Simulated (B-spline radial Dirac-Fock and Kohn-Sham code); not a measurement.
**Kohn-Sham estimates against Dirac-Fock for the levels of Se⁷⁺**

System: Se⁷⁺, configuration [Ar] 3d9.

The density-functional columns are spherical, spin-unpolarised Dirac-Kohn-Sham results without Breit or QED terms: −ε is minus the orbital energy of the initial state and ΔSCF the difference of two total energies. The reference in the last column comes from Dirac-Fock energy differences between relaxed states, corrected for Breit and QED terms. All numbers are from a radial B-spline solver, in eV; a selection of levels is shown. For the 1s level of heavy atoms much of the gap between ΔSCF and the reference is the Breit and QED part, -27.3 eV here; for other levels the error of the functional can be larger.

```csv
level,PBE −ε,PBE ΔSCF,LDA −ε,LDA ΔSCF,Dirac-Fock
K (1s),12627.5,12846.0,12606.2,12823.9,12799.1
L1 (2s),1732.0,1772.0,1729.5,1769.7,1800.2
L2 (2p1/2),1566.9,1615.0,1566.2,1614.3,1617.2
L3 (2p3/2),1525.1,1572.0,1524.5,1571.4,1576.2
M1 (3s),333.3,350.6,332.6,349.8,365.8
M2 (3p1/2),276.6,293.7,276.4,293.5,301.8
M3 (3p3/2),270.5,287.4,270.3,287.2,295.7
"M4,5 (3d)",171.8,188.6,172.1,188.9,186.7
```

Question: Order the estimates of the K (1s) level by their distance from the Dirac-Fock value, nearest first.
A. LDA −ε
B. PBE ΔSCF
C. LDA ΔSCF
D. PBE −ε

Answer: C (24.8 eV), B (46.8 eV), D (171.6 eV), A (193.0 eV).

Values without a named source are computed, but for edge energies of neutral atoms, which are taken from tables.
